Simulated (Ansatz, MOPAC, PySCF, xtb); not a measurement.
Pair of molecules: CH4O (SMILES CO) (first 6 atoms) with H4OSi (SMILES O[SiH3]); geometry from B3LYP-D3(BJ)/def2-TZVP, rigid monomers moved along the line of their centres of mass till O2···H9 is 3.20 Å.
(charge 0, multiplicity 1):
```xyz
12

C     -0.0629     0.0915     0.1839
O     -0.9976     0.3478     1.2362
H     -0.1007    -0.9507    -0.1428
H      0.9253     0.2959     0.5903
H     -0.2389     0.7514    -0.6690
H     -1.8898     0.1680     0.9225
O      0.4300    -1.3130     4.7745
Si     1.5245    -0.5188     5.7035
H      0.0090    -0.8221     4.0448
H      2.6146     0.0781     4.8849
H      2.1069    -1.5129     6.6306
H      0.9115     0.5804     6.4935
```

Counterpoise-corrected where a basis set is named; no monomer relaxation. Rows marked so take none.

Frozen-core correlation. Rows in 3-21G, 6-31G* carry no dispersion term and start afresh at each structure (6-31G* with six Cartesian d functions). The state that PM3 reach isn't checked.

Codes used: Ansatz (Gaussian orbitals); MOPAC for PM3 (differences of heats of formation); PySCF for 3-21G rows, 6-31G* rows, the dispersion terms; xtb for the GFN methods. 

```
level                            interaction energy (meV)
-------------------------------  ------------------------
PM3                                                 -21.9
GFN2-xTB                                            -88.1
HF/3-21G (no counterpoise)                         -122.2
PBE-D3(BJ)/def2-TZVPPD                              -98.1
r2SCAN-D3(BJ)/def2-TZVPPD                           -94.1
B3LYP/6-31G* (no counterpoise)                 (withheld)
M06-2X/6-31G* (no counterpoise)                (withheld)
wB97M-V/def2-TZVPPD                                 -94.3
CCSD(T)/aug-cc-pV(D+d)Z                             -93.0
```

What belongs in the gaps?


- B3LYP/6-31G* (no counterpoise), interaction energy (meV): -110.6
- M06-2X/6-31G* (no counterpoise), interaction energy (meV): -115.9

Ansatz is a first-principles code.
